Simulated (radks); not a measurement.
Polarisability of the selenium ion Se3+, [Ar] 3d10 4s2 4p1, at imaginary frequency. All-electron calculation, non-relativistic Kohn-Sham, LB94 model potential, spin-polarised, spherical densities, point nucleus; open shells are filled with parallel spins first. Program: a radial shooting solver on a logarithmic mesh with Libxc functionals. Response by self-consistent Sternheimer equations with the Hartree and adiabatic LDA kernel.

w (hartree),alpha1(iw) (bohr^3)
0.00266,6.246
0.0143,6.243
0.0360,6.228
0.0697,6.178
0.118,6.055
0.186,5.795
0.280,5.316
0.413,4.552
0.605,3.533
0.892,2.441
1.35,1.509
2.12,0.8571
3.59,0.4520
6.94,0.2011
17.5,0.05308

Static values: alpha1 = 6.246 bohr^3 (0.9256 angstrom^3; uncoupled 10.36). C6 = 21.44, triple-dipole C9 = 95.30 atomic units. One-pole (London) frequency 4 C6 / (3 alpha1^2) = 0.733 hartree, against 1.594 for minus the highest occupied eigenvalue.
